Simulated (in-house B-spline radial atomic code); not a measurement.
Computed with a B-spline radial atomic code. Model: two electrons, singlet ground state, non-relativistic, full CI in B-splines with partial waves to l = 8 (at full coupling up to 3e-4 hartree above the limit, correlation up to 0.6 % small), density held at that of full coupling by Lieb maximisation.

Along the adiabatic connection the electron repulsion is scaled by a coupling λ while a local potential keeps the density fixed. At λ = 0 the system is the Kohn-Sham one and W equals the exchange energy; the exchange-correlation energy is the area under W between 0 and 1. The kinetic energy rises with λ as the electrons avoid each other, with dT/dλ = −λ dW/dλ.

Command:
```bash
python run_ac.py task.json out
```
Settings (lengths in bohr, energies in hartree):
```
potential              dot
strength               0.449
lmax                   8
second                 2
```

Run time, properties included: 15 s on 1 thread of Intel(R) Xeon(R) Processor @ 2.30GHz, with other jobs on the host.

**W = mean repulsion less Hartree energy, and W of three functionals.**

Given: confinement charge in harmonic well; well frequency 0.449 hartree; nuclear charge 2; external potential omega^2 r^2/2 - Z/r.

Computed: LDA exchange minus exact 157.27 millihartree; SCAN exchange minus exact -1.1064 millihartree.

```csv
coupling,W xc (hartree),W xc minus exchange (millihartree),kinetic minus Kohn-Sham (millihartree),LDA (PW92) W minus its exchange (millihartree),PBE W minus its exchange (millihartree),SCAN W minus its exchange (millihartree)
0,-1.112,0,0,0,0,0
0.02,-1.1139,-1.868,0.02,-12.08,-1.88,-1.83
0.05,-1.1167,-4.642,0.12,-24.76,-4.73,-4.52
0.12,?,?,?,?,?,?
0.25,-1.1343,-22.298,2.74,-79.31,-23.53,-21.24
0.4,-1.1467,-34.65,6.75,-108.1,-36.97,-32.72
0.6,-1.1621,-50.053,14.43,-139.31,-53.84,-46.92
0.8,-1.1764,-64.35,24.42,-165.38,-69.55,-60.03
1,-1.1897,-77.654,36.38,-187.91,-84.19,-72.21
1.4,-1.2137,-101.66,65.07,-225.66,-110.64,-94.21
2,-1.2443,-132.27,116.82,-270.29,-144.52,-122.49
3,?,?,?,?,?,?
4.5,-1.3283,-216.28,378.54,-384.25,-240.25,-202.89
7,-1.3758,-263.78,646.82,-448.83,-298.36,-250.95
10,-1.4114,-299.36,945.28,-499.61,-345.29,-288.08
```

Task: What belongs in the row 0.12?

Result: W xc (hartree): -1.123; W xc minus exchange (millihartree): -10.984; kinetic minus Kohn-Sham (millihartree): 0.65; LDA (PW92) W minus its exchange (millihartree): -47.48; PBE W minus its exchange (millihartree): -11.4; SCAN W minus its exchange (millihartree): -10.59.

Task: What belongs in the row 3?

Result: W xc (hartree): -1.2846; W xc minus exchange (millihartree): -172.57; kinetic minus Kohn-Sham (millihartree): 216.62; LDA (PW92) W minus its exchange (millihartree): -325.71; PBE W minus its exchange (millihartree): -189.71; SCAN W minus its exchange (millihartree): -160.42.

Task: What is the PBE exchange minus exact?

Result: 21.158 millihartree.

**Energy parts, natural occupations and partial-wave weights.**

Computed: total energy -2.6934 hartree; correlation energy -0.041278 hartree; kinetic part of the DFT correlation energy 0.036376 hartree; initial slope twice GL2 -0.093803 hartree; kinetic part over minus potential part 0.46844; Hartree energy 2.224 hartree; Lieb Oxford ratio E_xc over LDA exchange 1.208.

```json
{"natural": "s", "occupation of the shell (electrons)": "1.9872"}
{"natural": "p", "occupation of the shell (electrons)": "0.0073407"}
{"natural": "s", "occupation of the shell (electrons)": "0.0047582"}
{"natural": "d", "occupation of the shell (electrons)": "0.00031384"}
{"natural": "p", "occupation of the shell (electrons)": "?"}
{"natural": "s", "occupation of the shell (electrons)": "7.5312e-05"}
```

Task: What belongs in the row p?

Result: occupation of the shell (electrons): 0.00020776.

| wave | weight |
| --- | --- |
| s | 0.99601 |
| p | 0.0037834 |
| d | ? |
| f | 2.3766e-05 |
| g | 5.447e-06 |

Task: What belongs in the row d?

Result: weight: 0.00017364.

Task: What is the Kohn-Sham kinetic?

Result: 3.2269 hartree.

Task: What is the exchange energy?

Result: -1.112 hartree.

Half-way to full coupling W has made 55 % of its drop, against 50 % for a straight line, and second-order (GL2) theory, half the initial slope, overshoots the correlation energy by about 14 %: a moderate bend, as in light atoms. Over couplings 0 to 1 the errors in E_xc come to about +82 millihartree for LDA, +18 millihartree for PBE, +1.5 millihartree for SCAN, so SCAN is nearest. In LDA and PBE and SCAN the errors of exchange and correlation have opposite signs, so the sum is smaller than the larger of the two.
